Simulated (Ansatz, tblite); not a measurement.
Removing an electron: [B(OH)4]- (BO4H4⁻). Total charge -1; singlet. Geometry: r2SCAN-D4/def2-SVPD. Ansatz, gas phase; energy differences of separate SCF runs; the oxidised species was run as a doublet alone.

```xyz
9

B     0.000    0.002    0.000
O     1.124   -0.874   -0.412
H     0.922   -1.749   -0.066
O     0.468    1.402   -0.144
H     1.379    1.413    0.164
O    -0.368   -0.387    1.383
H    -1.246   -0.025    1.540
O    -1.224   -0.134   -0.827
H    -1.054    0.352   -1.640
```

The xTB rows come from tblite. HOMO above LUMO, or a gap near zero within one spin, warns that the state may not be the lowest or that an electron is smeared out.

```csv
level,−HOMO (eV),vertical IE (eV),−LUMO (eV),HOMO–LUMO gap (eV),remarks
GFN2-xTB,5.15,8.70,-7.91,13.05,–
PBE-D4/def2-TZVPD,0.65,3.81,-3.20,3.85,gap within one spin near zero (doublet)
r2SCAN-D4/def2-TZVPD,0.95,4.01,-3.76,4.71,gap within one spin near zero (doublet)
```

Estimate the rows for GFN1-xTB, PBE0-D4/def2-TZVPD.


```csv
level,−HOMO (eV),vertical IE (eV),−LUMO (eV),HOMO–LUMO gap (eV)
GFN1-xTB,6.04,9.83,-3.37,9.41
PBE0-D4/def2-TZVPD,2.29,4.43,-3.71,6.00
```

Relaxing the oxidised species (r2SCAN-D4/def2-SVPD) changes its energy by -0.23 eV at PBE-D4/def2-TZVPD, so the adiabatic ionisation energy to this nearest minimum is 3.58 eV. At PBE0-D4/def2-TZVPD it is 3.76 eV.    Raw xTB energy differences between charge states are shifted by several eV; the methods need an empirical correction for them.
